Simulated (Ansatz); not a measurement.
Ga₂H₆OSi₂, SMILES `[SiH3][Ga]1[SiH2][O][GaH]1`. Charge 0, multiplicity 1.

Z-matrix (Å, degrees):
```
Si
Ga 1 2.440
Ga 1 2.903 2 55.8
O 1 1.650 2 92.1 3 -0.0
H 1 1.492 2 116.3 3 115.8
H 1 1.492 2 116.4 3 -115.9
Si 2 2.412 1 151.0 3 180.0
H 3 1.574 1 145.1 2 179.9
H 7 1.490 2 109.2 1 120.4
H 7 1.488 2 113.7 1 -0.6
H 7 1.490 2 109.3 1 -121.7
```

**Question.** List the harmonic frequencies (cm⁻¹, unscaled) at PBE0-D4/def2-TZVP in Ansatz. (Estimate.)

**Answer.** Computed: 23, 53, 65, 120, 195, 229, 294, 376, 378, 386, 448, 463, 537, 566, 710, 809, 854, 895, 928, 939, 954, 1925, 2180, 2184, 2200, 2211, 2219.

**Question.** Is this a minimum?

**Answer.** Yes, all 27 modes are real.

**Question.** Give the ideal-gas thermochemistry at 298.15 K and 1 bar (rigid rotor, harmonic oscillator; point group Cs, symmetry number 1).

**Answer.** Zero-point energy 138.4 kJ/mol; H(298) − E = 166.9 kJ/mol; entropy 430.7 J/(mol·K), of which translation 176.0, rotation 125.4, vibration 129.3; G(298) − E = 38.5 kJ/mol. Modes under 100 cm⁻¹ are hindered rotations or soft bends, so the harmonic entropy is rough.
